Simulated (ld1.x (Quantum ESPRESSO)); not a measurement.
**Which change was made? (Zn, TM)**

```json
{
  "Element": "Zn",
  "Generator": "ld1.x (Quantum ESPRESSO) 7.5",
  "Type": "norm-conserving Troullier–Martins (Kleinman–Bylander form)",
  "Functional": "PBE",
  "Relativity": "scalar-relativistic",
  "Frozen core": "[Ar]",
  "Valence charge": "12",
  "Reference configuration": "3d9 4s0 4p0 (charge +3)",
  "Partial waves": "4s (bound, empty): rc 1.30 bohr; 4p (bound, empty): rc 2.05 bohr; 3d (bound): rc 1.15 bohr",
  "Local potential": "the d channel",
  "Core correction": "Bessel-smoothed model core inside 0.70 bohr"
}
```

Cutoffs, loose and tight: the cutoffs (Ry, on a coarse ladder) from which the occupation-weighted sum of valence levels, in a spherical-Bessel basis at the reference potential, stays within 10 and 1 mRy of its value at 400 Ry. They do not see the model core or the augmentation charge, which bear on the density cutoff. Test errors are all-electron minus pseudo excitation energies from the reference, over the configurations 3d10 4s2 4p0; 3d10 4s1 4p0; 3d10 4s0 4p0; 3d9 4s2 4p1; 3d10 4s0 4p2; 3d10 4s1.5 4p0; 3d10 4s1 4p1; variants that change the core or the reference have their own tests. The largest error is taken over the tests solved by every variant that gives reliable tests at all, those not shown here included: 3d10 4s0 4p0; 3d10 4s0 4p2; 3d10 4s1 4p0; 3d10 4s1 4p1; 3d10 4s1.5 4p0; 3d9 4s2 4p1.

The base gives: outcome: generated; cutoff, loose: 200 Ry; cutoff, tight: over 300 Ry; bound ghosts: s, p; largest test error (meV): -217.

(1) After one change the result is: outcome: generated; cutoff, loose: 160 Ry; cutoff, tight: 300 Ry; bound ghosts: s, p; largest test error (meV): -242. Which change was it?
A. local potential the p channel
B. wave 3d (bound): rc 1.15 bohr becomes 3d (bound): rc 1.32 bohr
C. fully relativistic

Results:

(1) B. The others give: local potential the p channel → outcome: generated; cutoff, loose: 200 Ry; cutoff, tight: over 300 Ry; bound ghosts: s; largest test error (meV): -624 | fully relativistic → outcome: generated, misses its reference levels by 0.24 eV; cutoff, loose: 200 Ry; cutoff, tight: over 300 Ry; bound ghosts: s, p3/2, p1/2; largest test error (meV): -221.
